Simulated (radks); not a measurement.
Spherical jellium clusters: N electrons in a uniform positive sphere of charge N and radius rs N^(1/3), rs = 5.04 bohr. Calculated with a radial shooting solver with Libxc functionals: non-relativistic Kohn-Sham, LDA (Slater exchange, Perdew-Wang correlation), spin-polarised, spherical densities. Levels are named by radial order and angular momentum (1s, 1p, 1d, 2s, ...), and open shells are averaged over m.

N = 32, configuration 1s2 1p6 1d10 2s2 1f(up 7, down 5). This is the lowest configuration that the search found. Occupied and some empty levels:

level    occupation  eigenvalue (eV)  <r> (bohr)
1s up             1          -4.0410       9.243
1s down           1          -4.0032       9.013
1p up             3          -3.6308       11.24
1p down           3          -3.5725       11.14
1d up             5          -3.1387       12.38
1d down           5          -3.0720       12.35
2s up             1          -2.9732       9.607
2s down           1          -2.9410       9.766
1f up             7          -2.5558       13.22
1f down           5          -2.4865       13.23
2p up             0          -2.1860       10.74
2p down           0          -2.1567       10.78
1g up             0          -1.8886       13.94
1g down           0          -1.8203       13.97
2d up             0          -1.3846       12.43
2d down           0          -1.3517       12.45

Energy (eV): total -59.8043, kinetic 37.028, external -2080.8, Hartree 1037.0, exchange-correlation -97.879, background 1044.9.
